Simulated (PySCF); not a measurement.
# 1,2-elimination

Start structure (GeH3SF, singlet), relaxed at PBE0-D4/def2-TZVP:

```csv
atom,x (Å),y (Å),z (Å)
Ge1,-0.7624,0.2531,-0.1556
F2,-0.2231,-0.5255,1.3050
S3,0.2345,-0.6715,-1.8848
H4,1.3871,-0.0091,-1.6938
H5,-0.3702,1.7243,0.0092
H6,-2.2620,-0.0295,-0.2681
```

The step: GeH₃SF ([F][GeH2][SH]) → GeH₂S ([S][GeH2]) + HF; bonds formed: F2–H4; bonds broken: Ge1–F2, S3–H4. PySCF 2.14 with density fitting (its default auxiliary sets; JK sets also for MP2 and CCSD(T)); basis: def2-TZVPP and def2-QZVPP; cores frozen in the correlated methods. Filled d shells of the heavier atoms are correlated. The def2 sets are not built for correlating such inner shells, so the correlated values are less sure here. Extrapolation: Hartree–Fock as exp(−7.88 √X), correlation as X^−2.97. Energies below are by CCSD(T) at an estimated basis limit (MP2 extrapolated from triple and quadruple zeta, plus CCSD(T) − MP2 in triple zeta).

What are the electronic barrier and the energy of the step, from the start structure to the end structure? (An estimate is asked for; the value comes from the calculation.)

The calculation gives: Barrier 162.6 kJ/mol; step energy 149.4 kJ/mol (uphill); reverse barrier, their difference, 13.2 kJ/mol. Barrier and step energy count from the start structure, the reverse barrier from the end structure.

The saddle point: One imaginary mode of 437i cm⁻¹.
```
  pair  start (Å)  saddle (Å)  end (Å)
 F2–H4       3.44        1.07     0.95
Ge1–F2       1.74        2.04     2.35
 S3–H4       1.34        1.85     2.34
```

Zero-point energy (harmonic, PBE0-D4): ZPE is 72.7 kJ/mol at the start and 67.0 kJ/mol at the saddle, so the barrier goes from 162.6 to 156.9 kJ/mol.

First-order rate constant out of the start structure at 698 K by transition-state theory, with harmonic vibrational free energies alone and no tunnelling: ΔA‡ = 165.7 kJ/mol, so k = (kB T/h) exp(−ΔA‡/kB T) ≈ 10^1 s⁻¹ (an order of magnitude at best: rotation, the number of equivalent paths and anharmonicity are left out).

T1 diagnostic: at most 0.016.

Labels in which every atom is bracketed show which atoms are joined, not bond orders.

For scale, one of the runs: CCSD(T)/def2-TZVPP, 163 basis functions, launched by `OMP_NUM_THREADS=4 python run.py`. Hardware: 4 CPU threads of an AMD EPYC 9R45, shared host. Wall time 71 s; peak host memory 1.6 GiB.
